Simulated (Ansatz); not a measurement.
Spin states of Rb3⁺, each relaxed with B3LYP/def2-TZVP in Ansatz. Electronic energies in the gas phase.

In the def2 sets Rb takes a core potential; there is no spin–orbit coupling. B3LYP takes the VWN-RPA correlation. HSE06 is defined as in plane-wave codes, on full-range PBE exchange. Correlated methods freeze no core orbitals; core or outer-core shells of Rb are correlated, in sets that lack core-valence functions. In CCSD on the charge 1 quintet the largest single amplitude is 0.43, so its Hartree–Fock determinant may place the open shell otherwise than the density functionals do. HOMO above LUMO, or a gap near zero within one spin, warns that the state may not be the lowest or that an electron is smeared out. In the quintet geometry the species has come apart into loosely held pieces. The structure comes from a short search, and lower isomers may exist.

Singlet geometry (D3h within 0.1 Å):

Cartesian coordinates in Å:
```
Rb 1.586 1.609 -1.545
Rb -2.009 1.095 1.502
Rb 0.423 -2.703 0.043
```

Triplet geometry (C2v within 0.1 Å):

Cartesian coordinates in Å:
```
Rb 3.582 1.522 3.012
Rb -3.760 -0.537 -3.129
Rb 0.179 -0.985 0.117
```

Quintet geometry:

```tsv
atom	x (Å)	y (Å)	z (Å)
Rb1	3.056	-0.844	-4.165
Rb2	-1.684	4.902	1.051
Rb3	-1.372	-4.058	3.113
```

⟨S²⟩: triplet 2.00 at PBE0/def2-TZVP (pure 2.00), quintet 6.00 at PBE0/def2-TZVP (pure 6.00).

Run but left out: HF/STO-3G (singlet: restricted singlet, unstable in another Hartree–Fock run and untested here); HF/def2-TZVP, HF/def2-TZVPP (singlet: restricted singlet, unstable towards broken spin symmetry); GFN1-xTB, GFN2-xTB (tight binding far off the other levels); PBE/def2-TZVP, r2SCAN/def2-TZVP (quintet: an occupied level 0.01 to 0.09 eV above an empty one); MP2/def2-TZVP, MP2/def2-TZVPP (quintet: a determinant that CCSD turns far, T1 0.083).

Only these spin states were relaxed. The quintet has fallen apart into loose fragments. The triplet has other bonds than the singlet, so the gap mixes isomer and spin. The quintet has other bonds than the singlet, so the gap mixes isomer and spin.

Task: Estimate which spin state lies lowest at each of these levels, and by how much: B3LYP/def2-TZVP; PBE0/def2-TZVP; HSE06/def2-TZVP; ωB97M-V/def2-TZVP; B2PLYP/def2-TZVP; CCSD/def2-TZVPP; CCSD(T)/def2-TZVPP.

Result: 
| level | triplet − singlet (kJ/mol) | quintet − singlet (kJ/mol) | lowest of these | remarks |
| --- | --- | --- | --- | --- |
| B3LYP/def2-TZVP | 44.9 | 1565.5 | singlet | – |
| PBE0/def2-TZVP | 42.8 | 1605.8 | singlet | – |
| HSE06/def2-TZVP | 43.9 | 1592.3 | singlet | gap within one spin near zero (quintet) |
| ωB97M-V/def2-TZVP | 77.6 | 1746.7 | singlet | – |
| B2PLYP/def2-TZVP | 44.2 | 1658.2 | singlet | – |
| CCSD/def2-TZVPP | 37.7 | 1735.6 | singlet | large T1 (0.083) (quintet), restricted SCF unstable (singlet) |
| CCSD(T)/def2-TZVPP | 43.3 | 1739.9 | singlet | large T1 (0.083) (quintet), restricted SCF unstable (singlet) |
